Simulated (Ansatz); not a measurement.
```xyz
3

H     0.0000    0.0000   -1.6772
C     0.0000    0.0000   -0.5148
C     0.0000    0.0000    0.7943
```

Basis set: cc-pVDZ (spherical functions). Frozen core: 2 orbitals. Charge 0, multiplicity 2.

Computed with Ansatz (development build ahead of 0.2.0); each method stands on the lowest determinant of its kind that the runs found.

The atomization energy at this shape (free ground-state atoms in the same class of orbitals less the molecule, no zero-point energy) of doublet C2H:

| method | atomization energy |
| --- | --- |
| UHF | 7.34 eV |

(1) What does UHF-MP2 give?

Results:

(1) 9.43 eV. Caution: the shape is not the minimum; the unrestricted determinant is spin contaminated.
